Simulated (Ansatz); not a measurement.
System: C₃H₄B, net charge 0, doublet state. SMILES: C#C[B]C
Coordinates optimised at B3LYP-D3(BJ)/def2-TZVP (Ansatz, a program for electronic structure):
```xyz
8

C      2.0912    -0.0194     0.0635
C      0.8755    -0.1397     0.0598
B     -0.5482    -0.4144     0.0909
C     -1.9101     0.2595    -0.1308
H      3.1510     0.0658     0.0731
H     -2.0844     0.9257     0.7254
H     -1.9070     0.9008    -1.0195
H     -2.7586    -0.4227    -0.1883
```
Charge 0, spin multiplicity 2.

Property: atomisation energy, in kcal/mol. Conventions: no spin-orbit coupling; UHF or UKS for open shells; LANL2DZ all-electron up to Ne; 6-311+G** with 5d; 6-31G* and kin with 6d, 5d where marked; atomisation electronic, to ground-state atoms; non-relativistic. Ab initio and DFT rows: single points at B3LYP-D3(BJ) geometries (Ansatz). A UHF reference is markedly spin-contaminated in at least one set, which strains HF and MP2.

```json
[
 {"level": "HF/STO-3G", "program": "Ansatz", "atomisation energy (kcal/mol)": "726.0"},
 {"level": "HF/3-21G", "program": "Ansatz", "atomisation energy (kcal/mol)": "575.8"},
 {"level": "HF/LANL2DZ", "program": "Ansatz", "atomisation energy (kcal/mol)": "564.2"},
 {"level": "HF/6-31G*", "program": "Ansatz", "atomisation energy (kcal/mol)": "593.7"},
 {"level": "HF/6-311+G**", "program": "Ansatz", "atomisation energy (kcal/mol)": "592.1"}
]
```

No value to compare with is used here. The 5 habitual levels span 564.2 (HF/LANL2DZ) to 726.0 kcal/mol (HF/STO-3G).

The sets are all those run for this method; left out are runs that failed, that the program found above a lower state of the same kind, or whose <S^2> lies over 0.5 above the pure value.
